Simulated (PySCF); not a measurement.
## IOsN, quintet: structure and spectrum

These are results of UB3LYP/[Os def2-SVP with ECP60, N def2-SVP, I def2-SVP with ECP28], scalar-relativistic core potentials, density fitting, no spin–orbit coupling, PySCF, not measurements.

The structure is a minimum.

| Quantity | Value |
| --- | --- |
| Point group | Cs |
| Bond lengths | Os–I 2.631 Å, Os–N 1.706 Å |
| Bond angles | I–Os–N 119.1° |
| Atomisation energy without zero-point energy | 620 kJ/mol |
| Dipole moment | 2.18 D |
| Lowest empty level (β) | -4.77 eV |
| Zero-point energy | 7.9 kJ/mol |
| Rotational constants | 0.6194, 0.02912, 0.02782 cm⁻¹ |
| Spin squared ⟨S²⟩ | 6.015 |
| Principal quadrupole moments (Buckingham, traceless) about the centre of mass | -7.56, 2.69, 4.87 D Å |
| Principal polarisabilities | 45.9, 57.1, 111.9 bohr³ |
| Entropy at 298.15 K and 1 bar (electronic part: spin only) | 331.2 J/(mol K) |
| Rotational symmetry number | 1 |
| Heat capacity Cp at 298.15 K | 50.6 J/(mol K) |
| Enthalpy at 298.15 K above 0 K | 13.24 kJ/mol |
| Highest occupied level (α) | -5.80 eV |

Harmonic modes (masses in u: Os 191.961, N 14.003, I 126.904):
```
symmetry  ω (cm⁻¹)  IR (km/mol)  μ (u)     type
      a'       142          0.6  17.41     bend
      a'       194         10.5  85.20    mixed
      a'       986         20.1  14.93  stretch
```

Charges (e):
```
atom  Mulliken  Löwdin  polar tensor  spin (Mulliken)  Mayer order to Os1
 Os1      0.35   -0.13          0.62             3.01                   –
  N2     -0.22   -0.01         -0.30             0.69                2.53
  I3     -0.12    0.14         -0.32             0.30                1.24
```

Mulliken populations on Os1 (electrons outside its core potential): s 2.87, p 6.44, d 6.31, f 0.04.

Formally Os is in oxidation state +4, d4, with 4 unpaired electrons (the high-spin count). The Mulliken spin on Os is 3.01. The polar-tensor charge on Os, 0.62, is far below the formal one.

Other isomers or separated fragments may lie lower. Other spin states or occupations of the open shell can lie lower. At this level a triplet minimum of Cs symmetry lies 135 kJ/mol below this structure. Spin–orbit coupling, left out here, can matter for elements this heavy.

The final relaxation and frequency run took 42 s on 2 threads of a shared Arm Neoverse V2 host, with 72 basis functions and 14 gradients; the process peaked at 0.72 GiB.
